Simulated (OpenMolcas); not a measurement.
Mo4+ (d2) in a complex was computed by SS-CASPT2, IPEA 0.25 Eh, imaginary shift 0.1 Eh with the d shell active (OpenMolcas, ANO-RCC-VDZP on the metal). Its lowest spin-free states, and all those of the highest spin:

| 2S+1 | Degeneracy | E (cm-1) |
| --- | --- | --- |
| 3 | 1 | 0 |
| 3 | 1 | 710 |
| 1 | 1 | 5330 |
| 3 | 1 | 5910 |
| 1 | 1 | 7360 |
| 1 | 1 | 8560 |
| 1 | 1 | 13810 |
| 1 | 1 | 13820 |
| 3 | 1 | 18790 |
| 3 | 1 | 20430 |
| 1 | 1 | 21850 |
| 3 | 1 | 23850 |
| 3 | 1 | 40160 |
| 3 | 1 | 46050 |
| 3 | 1 | 51160 |
| 3 | 1 | 59560 |

Q: Is the site octahedral, tetrahedral or cube-like, axial, or of lower symmetry?

A: The states with 2S+1 = 3 have orbital degeneracies 1, 1, 1, 1, 1, 1, 1, 1, 1, 1. No state of this spin is degenerate, so the site is of lower symmetry, with no axis of order three or more. The run had Mo4+ with 5 ligands (water) in square pyramidal coordination (C2v) at 1.95 Å, the axial distance 1.970 Å. Ligand basis ANO-RCC-VDZP.

Over all roots computed the reference weight is 0.72 to 0.73; a low but even weight reflects the number of correlated electrons. The least metal-like active orbital is 73 % on the metal (Löwdin) and no ligand orbital is active, so the numbers are rough. Ligand-to-metal charge-transfer states are missing. With no ligand orbital active B as a rule stays too high, so bands that hang on it stand too high and its fall with covalency is understated. No measured value stands beside these numbers; the geometry was imposed, not optimised, and the real ion may take another.
